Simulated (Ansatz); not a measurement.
```xyz
7

F    -1.235    0.477    1.013
C    -0.222    0.951    0.214
F    -0.772    0.981   -1.049
O     0.837    0.173    0.260
Zn    0.694   -1.556   -0.269
H    -0.016    1.984    0.512
H     0.714   -3.010   -0.681
```

Charge 0, multiplicity 1.

List the ωB97M-V/def2-TZVPP orbital energies in eV (Ansatz 0.2.0). (An estimate is asked.)

Computed: Occupied: -9466.18, -1157.38, -1017.83, -1017.82, -1017.73, -677.60, -677.58, -526.29, -286.76, -137.25, -92.63, -92.61, -92.47, -37.69, -35.92, -31.56, -21.65, -18.85, -18.46, -18.14, -17.89, -17.89, -17.76, -17.71, -16.59, -14.80, -14.64, -13.79, -13.17, -12.40, -11.71, -11.56. Lowest empty: 0.76, 0.83, 1.30, 2.81, 3.96, 5.10, 5.36, 6.02.
